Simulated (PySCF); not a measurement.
A structure optimised at B3LYP-D3(BJ)/def2-TZVP, used in a PySCF frequency run:

```xyz
3

Zr     0.0000     0.0000     0.2976
O      0.0000     1.4385    -0.7441
O      0.0000    -1.4385    -0.7441
```
Charge 0, spin multiplicity 1.

Write its SMILES, formula and point group.

[O]=[Zr]=[O], O2Zr, C2v

What are its rotational constants (standard atomic weights)?

19.659, 7.6329, 5.4982 GHz
